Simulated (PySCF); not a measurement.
C₂H₆ClFOSi, SMILES C[C@@H]([Si@H](F)Cl)O.

Geometry: PBE0-D3(BJ)/def2-SVP. The structure was generated by enumeration; whether it is a known compound was not checked. One conformer was computed; it need not be the lowest.

Level of theory: PySCF with PBE/def2-TZVP.

| Property | Result |
|---|---|
| total energy | -1004.20427 hartree |
| highest occupied level | -6.70 eV |
| lowest empty level | -0.47 eV |
| orbital gap | 6.23 eV |
| dipole moment | 3.38 D |
| quadrupole, principal values (traceless, Buckingham form, about the centre of nuclear charge) | -6.26, -1.24, 7.50 D·Å |
| mean static polarisability | 65.9 bohr³ (9.77 Å³) |
| polarisability, principal values | 60.2, 64.8, 72.8 bohr³ |
